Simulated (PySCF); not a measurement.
SMILES [I][Sn-]([I])[I] (charge -1), PBE0/def2-SVP optimised geometry.

```
4

Sn    -1.19    -1.42     0.00
I     -1.68     1.42     0.00
I     -1.67    -2.00     2.77
I      1.68    -1.42     0.00
```

Density from PBE0/def2-TZVPD, def2 effective core potentials past Kr (PySCF) at that geometry. The core electrons that the potentials of I, Sn replace are not part of the density.

Minimum of the electron density along straight lines between bonded atoms, close to the bond critical point (lines longer than 1.1 times the sum of covalent radii, or with two minima, are not listed):

| bond | length / Å | ρ at the minimum / e bohr⁻³ | ∇²ρ there / e bohr⁻⁵ | position (fraction from the first atom) |
|---|---|---|---|---|
| Sn1–I2 | 2.875 | 0.048 | 0.04 | 0.46 |
| Sn1–I3 | 2.875 | 0.048 | 0.04 | 0.46 |
| Sn1–I4 | 2.875 | 0.048 | 0.04 | 0.46 |
